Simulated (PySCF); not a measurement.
**How the method changes the constants of PtH**

State: ²Σ⁺ (doublet), unpaired electrons σ ↑. Set-up: basis H def2-TZVPP, Pt def2-TZVPP with ECP60; scalar-relativistic core potentials; PySCF 2.14. De refers to H + Pt (5d9 6s1) in their high-spin ground configurations, without counterpoise correction. The functionals are run spin-unrestricted. A positive dipole means H(−)Pt(+).

```csv
Level,Re (Å),ωe (cm⁻¹),De (eV),μ (D)
UHF,1.558,2132,n/a,2.34
UHF-MP2,1.473,2678,n/a,n/a
UHF-SCS-MP2,1.483,2612,n/a,n/a
UHF-CCSD,1.512,2408,3.43,n/a
UHF-CCSD(T),1.511,2410,3.55,n/a
PBE,1.525,2365,3.64,0.97
PBEsol,1.520,2403,3.88,0.91
TPSS,1.531,2361,3.65,1.14
r²SCAN,1.516,2423,3.58,1.13
TPSSh,1.528,2371,3.57,1.24
PBE0,1.519,2390,3.42,1.26
B97-3,1.521,2367,3.42,1.31
ωB97X-V,1.524,2374,3.50,1.57
```

(1) Which functional lies closest to UHF-CCSD(T) in De, which farthest, and by how much do they differ from it?

(2) What does a quarter of exact exchange do here, going from PBE to PBE0?

(3) What does the step from GGA to meta-GGA do here, going from PBE to r²SCAN?

Correlated steps freeze no core orbitals. The metal atom is held in its measured ground configuration; semilocal functionals can put another filling of s and d lower by some tenths of an eV, and De to that atom would be smaller. These are scalar-relativistic numbers at best; spin–orbit coupling would shift them, the dissociation energy most. The state is the lowest single determinant that the PBE0 search found; with open d or f shells the true ground state can be another one.

## Answers

(1) Closest is TPSSh (+1.7 pm in Re, -1.6 % in ωe, +0.02 eV in De against UHF-CCSD(T) in the same basis), farthest PBEsol (+0.9 pm in Re, -0.3 % in ωe, +0.33 eV in De). CCSD(T) converges more slowly with the basis than the functionals do and binds too weakly in this one, so the order can change at the basis-set limit.

(2) PBE0 less PBE: -0.6 pm in Re, +1.1 % in ωe, -0.22 eV in De. Exact exchange removes part of the self-interaction that spreads semilocal densities, and in most molecules shortens and stiffens the bond and lowers De; so it does here.

(3) r²SCAN less PBE: -0.9 pm in Re, +2.5 % in ωe, -0.06 eV in De.
